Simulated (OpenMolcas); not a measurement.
## Levels of Ni⁵⁺ by method

* Program: OpenMolcas
* Basis: ANO-RCC-VTZP [6s5p3d2f1g]
* Scalar Hamiltonian: DKH2, point nucleus
* Active space: 5 electrons in 10 orbitals (3d 4d)
* State averaging: 2S+1 = 6 even, 1 root; 2S+1 = 4 even, 24 roots; 2S+1 = 2 even, 53 roots
* Spin-orbit coupling: RASSI with atomic mean-field integrals over the reference wave functions, term energies averaged over their components

Methods on the same reference wave functions:
A. CASSCF
B. SS-CASPT2, IPEA 0.25 Eh, imaginary shift 0.1 Eh (closed shells correlated: 3s 3p)
C. MS-CASPT2, IPEA 0.25 Eh, imaginary shift 0.1 Eh (closed shells correlated: 3s 3p)

Energies in cm⁻¹ above 3d⁵ ⁶S_5/2, the measured ground level; measured values from Corliss and Sugar, J. Phys. Chem. Ref. Data 10, 197 (1981).

| Level | A | B | C | Measured |
| --- | --- | --- | --- | --- |
| 3d⁵ ⁶S_5/2 | 0.0 | 0.0 | 0.0 | 0.0 |
| 3d⁵ ⁴G_5/2 | 45778 | 43350 | 43350 |  |
| 3d⁵ ⁴G_7/2 | 45869 | 43450 | 43450 |  |
| 3d⁵ ⁴G_11/2 | 45933 | 43520 | 43520 | 41921 |
| 3d⁵ ⁴G_9/2 | 45933 | 43520 | 43520 |  |
| 3d⁵ ⁴P_5/2 | 52389 | 47780 | 47780 | 45884 |
| 3d⁵ ⁴P_3/2 | 52556 | 47970 | 47970 | 46104 |
| 3d⁵ ⁴P_1/2 | 52767 | 48190 | 48190 | 46325 |
| 3d⁵ ⁴D_7/2 | 56957 | 52000 | 52000 | 50331 |
| 3d⁵ ⁴D_1/2 | 57129 | 52190 | 52190 |  |
| 3d⁵ ⁴D_3/2 | 57335 | 52410 | 52410 |  |
| 3d⁵ ⁴D_5/2 | 57400 | 52480 | 52480 |  |
| 3d⁵ ²I_11/2 | 65418 | 63440 | 63440 | 61196 |
| 3d⁵ ²I_13/2 | 65618 | 63670 | 63670 | 61280 |
| 3d⁵ ²D_5/2 [62 %] | 72925 | 66820 | 66840 | 64152 |
| 3d⁵ ²D_3/2 | 74070 | 67820 | 67820 | 65174 |
| 3d⁵ ²F_7/2(1) | 75732 | 70080 | 69890 | 67085 |
| 3d⁵ ⁴F_9/2 | 76335 | 70890 | 70890 |  |
| 3d⁵ ⁴F_5/2 | 76359 | 70870 | 70810 |  |
| 3d⁵ ⁴F_7/2 | 76476 | 71010 | 71060 |  |
| 3d⁵ ⁴F_3/2 | 76934 | 71370 | 71370 |  |
| 3d⁵ ²F_5/2(1) [50 %] | 77779 | 71910 | 72000 |  |
| 3d⁵ ²H_9/2 [71 %] | 80029 | 75650 | 75650 | 72909 |
| 3d⁵ ²H_11/2 | 80668 | 76650 | 76650 | 73757 |

Deviations, from unrounded energies. A percentage is the sum of absolute deviations over the sum of measured energies, with the sign that they share, or ± where signs differ.

```tsv
Against measurement	Levels	A	B	C
mean absolute deviation (cm-1)	12	6600	2300	2300
other terms of the ground configuration (%)	12	+11.3	+3.9	+3.9
```

B, C lie about equally close to measurement and A furthest from it. The largest miss of C in the table is 3d⁵ ²H_11/2, by +2900 cm-1. The ranking rests on the paired levels alone, and a cruder setting can come out closer through cancelling errors.

Between B and C the level of the table that moves most is 3d⁵ ²F_7/2(1), by 190 cm-1 (lowest in C, highest in B). Moves below CASPT2's spread within the term are not significant.

The mean deviations of B to C differ by less than CASPT2's widest spread within a term (710 cm-1), so their order carries little weight.

From A to B the spin-free energies of the other terms of 3d⁵ shown, above ⁶S, scale by factors of 0.91 to 0.97.

The lowest spin-free term lies below A's lowest term by 0.357 hartree in B, 0.357 hartree in C.

CASPT2 does not keep the components of a term degenerate, so their means are used; among the terms shown or strongly mixed into the levels shown the widest spread is 710 cm-1 (3d⁵ ²I, C). Active for correlation alone: 4d; no level in the range computed is led by a configuration that fills it, so any true level of that kind is missing. Without dynamic correlation excited terms often stand tens of per cent too high (terms of higher spin than the ground term too low), and those without a measured partner can miss by more than the paired ones (holds for A). Measured partners are found by configuration, term and J. A level has none where our copy of the source lacks it or the pairing is in doubt (some pairs that miss far off the trend of their configuration count as doubtful), and it then counts in no deviation. Levels of configurations outside the active space are missing. Levels that lie high or do not pair safely by name in every column are left out.

A share in square brackets marks a mixed level and gives the weight of the term that names it, the lowest over the columns. A number in round brackets counts repeated terms of one configuration in the order of the reference energies.
